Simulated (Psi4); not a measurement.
C₂H₅S, charge -1, singlet, geometry from GFN2-xTB (a gas-phase anion, which may not be bound at this level); CAM-B3LYP/6-31G* (Psi4).

Input for Psi4:
```
memory 2 GB

molecule {
-1 1
  C     1.47851571    0.68060766   -0.01630759
  C    -0.04245140    0.78349808    0.00269481
  S    -0.84017842   -0.83808993    0.00801552
  H    -0.36088747    1.34165179    0.89662847
  H    -0.38275106    1.34657790   -0.88002358
  H     1.94944808    1.67086100   -0.01935725
  H     1.82117664    0.13041291    0.85952564
  H     1.79948264    0.13530081   -0.90334496
}

set basis 6-31g*

energy('cam-b3lyp')
print_variables()
```

What the program printed (banner, timings and long lists left out):

```
   => Loading Basis Set <=

    Name: 6-31G*
    Role: ORBITAL
    Keyword: BASIS

         ---------------------------------------------------------
                                   SCF
               by Justin Turney, Rob Parrish, Andy Simmonett
                          and Daniel G. A. Smith
                              RKS Reference
         ---------------------------------------------------------

  ==> Geometry <==

    Molecular point group: c1
    Full point group: C1

    Geometry (in Angstrom), charge = -1, multiplicity = 1:

       Center              X                  Y                   Z               Mass
    ------------   -----------------  -----------------  -----------------  -----------------
         C            1.556620004056     0.755433407291    -0.017061276435    12.000000000000
         C            0.035652894056     0.858323827291     0.001941123565    12.000000000000
         S           -0.762074125944    -0.763264182709     0.007261833565    31.972071174400
         H           -0.282783175944     1.416477537291     0.895874783565     1.007825032230
         H           -0.304646765944     1.421403647291    -0.880777266435     1.007825032230
         H            2.027552374056     1.745686747291    -0.020110936435     1.007825032230
         H            1.899280934056     0.205238657291     0.858771953565     1.007825032230
         H            1.877586934056     0.210126557291    -0.904098646435     1.007825032230

  Running in c1 symmetry.

  Rotational constants: A =      1.06247  B =      0.18494  C =      0.16740 [cm^-1]
  Rotational constants: A =  31852.02981  B =   5544.40745  C =   5018.49178 [MHz]
  Nuclear repulsion =   98.191314135949497

  Charge       = -1
  Multiplicity = 1
  Electrons    = 34
  Nalpha       = 17
  Nbeta        = 17

  ==> Algorithm <==

  SCF Algorithm Type is DF.
  DIIS enabled.
  MOM disabled.
  Fractional occupation disabled.
  Guess Type is SAD.
  Energy threshold   = 1.00e-06
  Density threshold  = 1.00e-06
  Integral threshold = 1.00e-12

  ==> Primary Basis <==

  Basis Set: 6-31G*
    Blend: 6-31G*
    Number of shells: 30
    Number of basis functions: 59
    Number of Cartesian functions: 59
    Spherical Harmonics?: false
    Max angular momentum: 2

  ==> DFT Potential <==

   => LibXC <=

    Version 7.1.2
    S. Lehtola, C. Steigemann, M. J. T. Oliveira, and M. A. L. Marques,  SoftwareX 7, 1–5 (2018) (10.1016/j.softx.2017.11.002)

   => Composite Functional: CAM-B3LYP <=

    CAM-B3LYP Hyb-GGA Exchange-Correlation Functional

    T. Yanai, D. P. Tew, and N. C. Handy,  Chem. Phys. Lett. 393, 51 (2004) (10.1016/j.cplett.2004.06.011)

    Deriv               =              1
    GGA                 =           TRUE
    Meta                =          FALSE

    Exchange Hybrid     =           TRUE
    MP2 Hybrid          =          FALSE

   => Exchange Functionals <=

    0.3500         Becke 88 [omega = 0.3300]
    0.4600   Short-range recipe for B88 functional - erf [omega = 0.3300]

   => Exact (HF) Exchange <=

    0.4600            HF,LR [omega = 0.3300]
    0.1900               HF

   => Correlation Functionals <=

    0.1900   Vosko, Wilk & Nusair (VWN5)
    0.8100   Lee, Yang & Parr

   => LibXC Density Thresholds  <==

    XC_HYB_GGA_XC_CAM_B3LYP:  1.00E-14

   => Molecular Quadrature <=

    Radial Scheme          =       TREUTLER
    Pruning Scheme         =           NONE
    Nuclear Scheme         =       TREUTLER

    Blocking Scheme        =         OCTREE
    BS radius alpha        =              1
    Pruning alpha          =              1
    Radial Points          =             75
    Spherical Points       =            302
    Total Points           =         171612
    Total Blocks           =           1342
    Max Points             =            256
    Max Functions          =             58
    Weights Tolerance      =       1.00E-15

   => Loading Basis Set <=

    Name: (6-31G* AUX)
    Role: JKFIT
[...]

  ==> Integral Setup <==

  SCF_SUBTYPE=INCORE selected. In-core MEM_DF algorithm will be used.
  Using in-core AOs.

  ==> MemDFJK: Density-Fitted J/K Matrices <==

    J tasked:                   Yes
    K tasked:                   Yes
    wK tasked:                  Yes
    Omega:                3.300E-01
    Algorithm:                 Core
    Schwarz Cutoff:           1E-12
    Mask sparsity (%):       0.4022
    Fitting Condition:        1E-10

   => Auxiliary Basis Set <=

  Basis Set: (6-31G* AUX)
    Blend: CC-PVDZ-JKFIT
    Number of shells: 129
    Number of basis functions: 417
    Number of Cartesian functions: 417
    Spherical Harmonics?: false
    Max angular momentum: 3

  Minimum eigenvalue in the overlap matrix is 7.8894666008E-03.
  Reciprocal condition number of the overlap matrix is 1.1921049474E-03.
    Using symmetric orthogonalization.

  ==> Pre-Iterations <==

  SCF Guess: Superposition of Atomic Densities via on-the-fly atomic UHF (no occupation information).

   -------------------------
    Irrep   Nso     Nmo
   -------------------------
     A         59      59
   -------------------------
    Total      59      59
   -------------------------

  ==> Iterations <==

                           Total Energy        Delta E     RMS |[F,P]|

   @DF-RKS iter SAD:  -476.71415450034021   -4.76714e+02   0.00000e+00
   @DF-RKS iter   1:  -477.13379623407207   -4.19642e-01   1.02946e-02 DIIS/ADIIS
   @DF-RKS iter   2:  -477.21615312626295   -8.23569e-02   8.88891e-03 DIIS/ADIIS
   @DF-RKS iter   3:  -477.36296332599471   -1.46810e-01   8.45950e-04 DIIS/ADIIS
   @DF-RKS iter   4:  -477.36424432071124   -1.28099e-03   3.10152e-04 DIIS/ADIIS
   @DF-RKS iter   5:  -477.36442688343698   -1.82563e-04   5.59491e-05 DIIS
   @DF-RKS iter   6:  -477.36443322823084   -6.34479e-06   1.43710e-05 DIIS
   @DF-RKS iter   7:  -477.36443364411753   -4.15887e-07   5.06631e-06 DIIS
   @DF-RKS iter   8:  -477.36443369649839   -5.23809e-08   6.65976e-07 DIIS
  Energy and wave function converged.

  ==> Post-Iterations <==

   Electrons on quadrature grid:
      Ntotal   =   33.9999612992 ; deviation = -3.870e-05

    Orbital Energies [Eh]
    ---------------------

    Doubly Occupied:

[...]
    Virtual:

[...]
    Final Occupation by Irrep:
              A
    DOCC [    17 ]
    NA   [    17 ]
    NB   [    17 ]

  @DF-RKS Final Energy:  -477.36443369649839

   => Energetics <=

    Nuclear Repulsion Energy =             98.1913141359494972
    One-Electron Energy =                -858.7168414537095487
    Two-Electron Energy =                 311.9925849564563691
    DFT Exchange-Correlation Energy =     -28.8314913351946736
    Empirical Dispersion Energy =           0.0000000000000000
    VV10 Nonlocal Energy =                  0.0000000000000000
    Total Energy =                       -477.3644336964983950

Computation Completed

Properties will be evaluated at   0.000000,   0.000000,   0.000000 [a0]

Properties computed using the SCF density matrix

 Multipole Moments:

 ------------------------------------------------------------------------------------
     Multipole            Electronic (a.u.)      Nuclear  (a.u.)        Total (a.u.)
 ------------------------------------------------------------------------------------

 L = 1.  Multiply by 2.5417464519 to convert [e a0] to [Debye]
 Dipole X            :         -3.7360153            4.8706589            1.1346435
 Dipole Y            :         -3.4040801            4.6662055            1.2621254
 Dipole Z            :          0.0365372           -0.0470007           -0.0104635
 Magnitude           :                                                    1.6971995

 ------------------------------------------------------------------------------------

  Variable Map:
  ----------------------------------------------------------------------------
[...]
  Array Variable Map:
  ----------------------------------------------------------------------------
[...]
[...]
```
